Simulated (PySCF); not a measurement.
## How methods differ on the ionisation energy of Ni²³⁺

Ni²³⁺ [He] 2s2 2p1 (2P) → Ni²⁴⁺ [He] 2s2 (1S), as a difference of total energies. Computed with PySCF 2.14 in an even-tempered Gaussian basis (17 s from 5.1 bohr⁻², ratio 2.2; 11 p from 6.6 bohr⁻², ratio 2.2; 6 d from 28 bohr⁻², ratio 2.4; 5 f from 42 bohr⁻², ratio 2.4; 4 g from 63 bohr⁻², ratio 2.4), with the non-relativistic Hamiltonian (point nucleus). Correlated levels: nothing frozen; virtual orbitals above 40 to 60 times the deepest correlated orbital energy dropped. The calculations carry no spin-orbit coupling.

```csv
method,ionisation energy (eV)
UHF,2110.0
LDA,2107.8
PBE,2111.0
PBE0,2110.9
r2SCAN,2112.0
TPSS,2112.0
M06,2110.6
MP2 (all electrons),2109.3
SCS-MP2 (all electrons),2108.9
```

A first-order spin-orbit estimate (lowest level to lowest level, LS coupling) adds 12.975 eV.

These non-relativistic numbers lack the scalar-relativistic shift.

For comparison: 2130.5 ± 0.9 eV (semi-empirical (NIST evaluation); NIST Atomic Spectra Database, ionization energies).
